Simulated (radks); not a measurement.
Values are calculated unless marked as measured or tabulated.
Orbital eigenvalues (eV) of the cobalt ion Co+, [Ar] 3d8, at several levels of relativity; Dirac values are averaged over j with weights 2j + 1. Spin-unpolarised spherical Kohn-Sham, LDA (Slater exchange, Perdew-Wang correlation), point nucleus unless stated (finite: rms radius 3.7875 fm), a radial shooting solver on a logarithmic mesh with Libxc functionals. A level marked "c x" has the speed of light scaled by that factor and shares open shells by 2j + 1; other Dirac levels either fill j = l - 1/2 first or share by 2j + 1.

| shell | non-rel. | scalar-rel., finite nucleus | Dirac, 2j+1 shares | Dirac, low j first | change of magnitude, last against first (%) |
|---|---|---|---|---|---|
| 1s | -7503.0 | -7580.0 | -7578.4 | -7578.3 | +1.00 |
| 2s | -883.38 | -899.61 | -899.34 | -899.29 | +1.80 |
| 2p | -768.42 | -772.05 | -771.84 | -771.79 | +0.44 |
| 3s | -102.47 | -105.18 | -105.15 | -105.13 | +2.60 |
| 3p | -68.231 | -68.981 | -68.973 | -68.952 | +1.06 |
| 3d | -12.644 | -12.567 | -12.567 | -12.550 | -0.74 |
| 4s (empty) | -11.158 | -11.408 | -11.407 | -11.404 | +2.20 |
| 4p (empty) | -6.3879 | -6.4601 | -6.4602 | -6.4584 | +1.10 |
